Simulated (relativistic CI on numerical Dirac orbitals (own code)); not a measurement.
## Crystal-field levels of Cd4+, 4d8

Calculated by Dirac-Coulomb-Breit CI, orbitals from a KLI potential per configuration, a model potential for QED, valence Slater integrals scaled by 0.65, one configuration in a parametric crystal field (own radial code).

Field parameters in Wybourne normalisation: D4h B²₀ = −7Ds, B⁴₀ = 21(Dq − Dt), B⁴₄ = 21√(5/14) Dq. The field is a parameter set, without covalency.

S is read from ⟨S²⟩ = S(S + 1).

Levels (cm⁻¹, degeneracy): 0 (1), 20 (2), 10144 (1), 11360 (1), 22299 (1), 22990 (1), 23107 (1), 24017 (2), 25261 (1), 25323 (1), 29541 (1), 29596 (2).

(1) Which field gives this pattern?
A. D4h, 10Dq = 29800, Ds = 140, Dt = 650 cm⁻¹
B. D4h, 10Dq = 29800, Ds = -270, Dt = 650 cm⁻¹
C. D4h, 10Dq = 29800, Ds = 2180, Dt = 650 cm⁻¹
D. D4h, 10Dq = 29800, Ds = 550, Dt = 650 cm⁻¹

Answers

(1) A. D4h, 10Dq = 29800, Ds = 140, Dt = 650 cm⁻¹, ground level with S = 1.00.
